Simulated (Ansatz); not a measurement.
A nudged elastic band was laid between two geometries of AlFH4N2 (8 atoms, charge 0, multiplicity 1).

These are results of RKS PBE0/def2-SVP in Ansatz 0.2.0, not measurements.

```json
{"movable images": "5", "climbing image": "yes", "spring": "5.0 eV/Å²", "optimiser": "quadratic models (default)", "start path": "IDPP", "force threshold": "0.05 eV/Å", "iteration limit": "60", "end points": "relaxed"}
```

Image 0:

```xyz
8
Properties=species:S:1:pos:R:3
N -0.656 1.404 -0.274
Al -0.189 -0.290 -0.424
N 0.890 -1.122 0.696
F -0.808 -1.160 -1.704
H -1.281 1.876 -0.916
H -0.353 2.044 0.450
H 1.332 -0.715 1.511
H 1.157 -2.094 0.605
```

Image 6:

```xyz
8
Properties=species:S:1:pos:R:3
N -0.655 1.405 -0.275
Al -0.188 -0.289 -0.424
N 0.887 -1.124 0.698
F -0.802 -1.158 -1.708
H -0.356 2.043 0.452
H -1.272 1.880 -0.923
H 1.326 -0.717 1.515
H 1.152 -2.097 0.608
```

(1) Which bonds break or form, and what moves?

(2) Give the energies along the band, and the barrier.

(3) What is the geometry of the highest image?

(4) What are the harmonic wavenumbers there?

Answers

(1) No bond is made or broken. The dihedral H6–N1–Al2–F4 goes from -180 to 0°. The two ends are copies of one structure, up to a mirror image or an exchange of like atoms.

(2) The forces met the threshold. The highest image is number 3 of 0 to 6, 0.196 eV above the ends, which have the same energy within 2 meV. A vibrational analysis at the climbing image gives one clearly imaginary mode, 259i cm⁻¹: a first-order saddle point.

```tsv
image	path coordinate (Å)	energy (eV)	dihedral H6–N1–Al2–F4 (°)
0	0.00	0.000	-180
1	0.59	0.042	-149
2	1.18	0.147	-109
3	1.77	0.196	-72
4	2.35	0.143	-46
5	2.93	0.040	-23
6	3.50	0.000	0
```

(3) 
```xyz
8
Properties=species:S:1:pos:R:3
N -0.324 1.508 -0.321
Al 0.001 -0.235 -0.463
N 0.380 -1.240 0.932
F -0.041 -1.048 -1.922
H -1.262 1.886 -0.408
H 0.332 2.207 -0.652
H 0.445 -0.899 1.883
H 0.562 -2.236 0.896
```

(4) 259i, 205, 245, 254, 336, 418, 433, 656, 662, 677, 909, 910, 1522, 1532, 3609, 3629, 3693, 3725 cm⁻¹.

Run time: 2.1 min on 1 thread of Intel(R) Xeon(R) Processor @ 2.70GHz, with other jobs on the host, peak memory 0.16 GiB.
